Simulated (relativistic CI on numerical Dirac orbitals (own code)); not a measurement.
Computed by Dirac-Coulomb-Breit CI, orbitals from a KLI potential per configuration, model QED (radiative potential, 1s self-energy scaled to tabulated hydrogen-like ionisation energies), unscaled Slater integrals (own radial code, finite nucleus).

CI space (outside the closed core [Ne]): 3s, 3p, 3d, 4s, 4p, 4d, 4f, 5s, 5p, 5d, 5f, 5g, 6s, 6p, 6d, 7s, 7p. Levels of other configurations are missing.

At this charge energies of transitions that change n are usually good to better than 1 %, and those within a shell (Δn = 0) to a few per cent.

Outline of the computed level scheme of Ca X. Lowest level of each configuration: 3s 2S_1/2 at 0.000 eV; 3p 2P°_1/2 at 21.627 eV; 3d 2D_3/2 at 51.773 eV; 4s 2S_1/2 at 102.896 eV; 4p 2P°_1/2 at 111.161 eV; 4d 2D_3/2 at 122.059 eV; 4f 2F°_5/2 at 125.478 eV; 5s 2S_1/2 at 145.155 eV; 5p 2P°_1/2 at 149.153 eV.

Some strong electric-dipole decays among the lowest 15 levels: 4f 2F°_7/2 → 3d 2D_5/2 (1.5e+11 s⁻¹); 4f 2F°_5/2 → 3d 2D_3/2 (1.4e+11 s⁻¹); 4d 2D_5/2 → 3p 2P°_3/2 (4.7e+10 s⁻¹); 4s 2S_1/2 → 3p 2P°_3/2 (4.3e+10 s⁻¹); 4d 2D_3/2 → 3p 2P°_1/2 (3.9e+10 s⁻¹); 4p 2P°_1/2 → 3s 2S_1/2 (2.5e+10 s⁻¹); 4p 2P°_3/2 → 3s 2S_1/2 (2.4e+10 s⁻¹); 4s 2S_1/2 → 3p 2P°_1/2 (2.1e+10 s⁻¹).
